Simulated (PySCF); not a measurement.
**Core-level binding energies of Si(tBu)Cl3**

Species: Si(tBu)Cl3, C4H9Cl3Si.
Bonds: Si1–C2, Si1–Cl15, Si1–Cl16, Si1–Cl17, C2–C3, C2–C4, C2–C5. Hydrogens: H6, H7, H8 on C3; H9, H10, H11 on C4; H12, H13, H14 on C5.

Method: PySCF 2.14.0, delta-SCF UKS SCAN, pcX-2 on the ionised atom, pcseg-1 elsewhere, spin-free X2C. Vertical ΔSCF values, vacuum level as zero.

**Question.** What binding energy does each computed site have?

**Answer.** 
```
       atom(s)                   environment     level  binding energy (eV)  2p1/2 (eV)  above the level's lowest (eV)  count
           Si1  silicon bonded to C and 3 Cl  Si 2p3/2               108.87      109.50                           0.00      1
           Si1  silicon bonded to C and 3 Cl     Si 1s              1849.00           –                           0.00      1
            C2   carbon bonded to 3 C and Si      C 1s               290.91           –                          +0.01      1
      C3/C4/C5    carbon bonded to C and 3 H      C 1s               290.90           –                           0.00      3
Cl15/Cl16/Cl17         chlorine bonded to Si  Cl 2p3/2               206.21      207.86                           0.00      3
Cl15/Cl16/Cl17         chlorine bonded to Si     Cl 1s              2828.80           –                           0.00      3
```

The 2 C 1s values lie within 0.01 eV of each other; Gaussian lines of 0.5 eV full width would blend them into one maximum.

**Question.** Which photon energy gives electrons from Si 1s of Si1 a kinetic energy of 100 eV, and what is their de Broglie wavelength?

**Answer.** hν = 1849.00 + 100 = 1949.00 eV, recoil neglected; λ = 12.264 Å/√(E/eV) = 1.23 Å.

**Question.** Which effective nuclear charge Zeff reproduces each element's mean 1s value in the hydrogen-like formula E = 13.606 eV × Zeff²?

**Answer.** C (Z = 6): mean 290.9 eV, Zeff = 4.62, Z − Zeff = 1.38; Si (Z = 14): mean 1849.0 eV, Zeff = 11.66, Z − Zeff = 2.34; Cl (Z = 17): mean 2828.8 eV, Zeff = 14.42, Z − Zeff = 2.58. Means run over the listed sites, weighted by atom count.

The first atom of each set that the bonding makes equivalent was ionised and stands for the set. The 2p values aren't plain energy differences: one relaxed spin-free 2p hole is combined with a matrix within the shell (ground-state 2p orbital-energy differences and spin–orbit coupling). 2p3/2, the mean of its two sublevels, lies a third of the splitting below the shell's mean and 2p1/2 two thirds above it; the statistical areas are 2:1. 2p1/2 minus 2p3/2 (ligand field included): Si 0.63 eV, Cl 1.65 eV. Isolated species at its PBE0-D3(BJ)/def2-SVP geometry, gas phase.

On one thread of an Intel Xeon Platinum 8259CL at 2.50 GHz, on a shared host, this took 88 s wall and 0.92 GiB of memory at its peak.
